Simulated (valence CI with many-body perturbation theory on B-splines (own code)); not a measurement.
# Questions on Ga

Computed by configuration interaction combined with many-body perturbation theory (CI+MBPT): three valence electrons over a frozen Dirac-Fock core [Ar] 3d10, a basis of 11 s, 11 p, 9 d, 7 f, 5 g, 2 h, 1 i functions for each j, with the one-electron correlation potential Σ1, the two-electron term Σ2, the three-electron term Σ3, Breit, model QED; selected CI, second order for the rest (own B-spline code, finite nucleus).

Set against measurement, 7 paired levels are off by 131 cm⁻¹ on average, the worst by 203. These come from a selection out of the NIST Handbook of Basic Atomic Spectroscopic Data. Levels without a partner in it may be off by more.

Rates and lifetimes use the calculated energies. Strong lines usually hold to 10 to 20 %, long lifetimes can be off by a factor of two.

Problem. What is the ground level?

Solution. 4s²4p ²P°_1/2, composition 95 % 4s²4p ²P°, g = 0.666.

Problem. How well does LS coupling describe the low levels?

Solution. Among the lowest 19 levels the leading LS term, summed over configurations, holds 100 % on average. For single configurations the figures are 92 % in LS and 87 % in jj coupling. Terms hardly mix: every one of these levels is at least 95 % one term.

Problem. What are the static dipole polarisabilities of the lowest levels?

Solution. 4s²4p ²P°_1/2 51.4; 4s²4p ²P°_3/2 53.6 (tensor -11) bohr³, of which the core gives 1.24. The recommended value for the atom is 50 ± 3 bohr³ (Schwerdtfeger and Nagle, table of static dipole polarizabilities (2023 update)).

Problem. What is the ionisation energy?

Solution. 5.9779 eV; NIST lists 5.9993 eV (measured).

Problem. Among levels below 43404 cm⁻¹, which E1 lines absorb most strongly from the ground level?

Solution. to 4s²4d ²D_3/2 at 289.2 nm, f = 0.289; to 4s²5s ²S_1/2 at 404.4 nm, f = 0.124; to 4s²5d ²D_3/2 at 246.2 nm, f = 0.0440.
